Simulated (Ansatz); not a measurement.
`C[SiH](C)[SeH]` → `C[SeH]` + `C[SiH]` at 500 K and 1 bar (silylene formation by 1,1-elimination).

Gas-phase electronic energies from Ansatz, PBE0-D4/def2-TZVP geometries. CBS: MP2 limit from def2 TZ/QZ plus the TZ coupled-cluster correction, frozen cores. This one scheme is used for every species. For Se outer-core shells are correlated without core-valence functions, which leaves a few kJ/mol of doubt a bond. Scalar relativity is left out up to krypton. One conformer a species, not always the lowest.

| species | CCSD(T)/CBS energy (Eh) | H − E (kJ/mol) | S (J/(mol·K)) |
| --- | --- | --- | --- |
| `C[SiH](C)[SeH]` | -2770.75853 | 288.9 | 433.7 |
| `C[SeH]` | -2441.15625 | 142.1 | 299.3 |
| `C[SiH]` | -329.46712 | 135.7 | 295.1 |

H − E and S are ideal-gas, rigid-rotor, harmonic terms from PBE0-D4/def2-TZVP, for one conformer and one mirror image of each species. 1 Eh = 2625.50 kJ/mol, R = 8.31446 J/(mol·K).

Task: By hand: ΔE, ΔH, ΔS and ΔG.

Result: ΔE = (-2441.15625) + (-329.46712) − (-2770.75853) = 0.13516 Eh = 354.9 kJ/mol. Δ(H − E) = 142.1 + 135.7 − 288.9 = -11.1, so ΔH = 343.8 kJ/mol. ΔS = 299.3 + 295.1 − 433.7 = 160.7 J/(mol·K). ΔG = 343.8 − 500 × (160.7)/1000 = 263.5 kJ/mol.

Task: By hand: the equilibrium constant, and the temperature at which ΔG would vanish if ΔH and ΔS stayed fixed.

Result: log₁₀ K = −ΔG/(RT ln 10) = -27.5. ΔG = 0 at ΔH/ΔS = 2139 K.

The number of gas molecules changes by +1, which sets the sign of ΔS. A doubt of 5 kJ/mol in ΔE shifts log₁₀ K by 0.5 here. Other conformers and mirror images would add mixing entropy, several J/(mol·K) or more a flexible species. These are equilibria of isolated gas molecules and say nothing of rates. Largest T1 diagnostic: 0.012 (customary marks: 0.02 for closed shells, 0.045 for open ones).
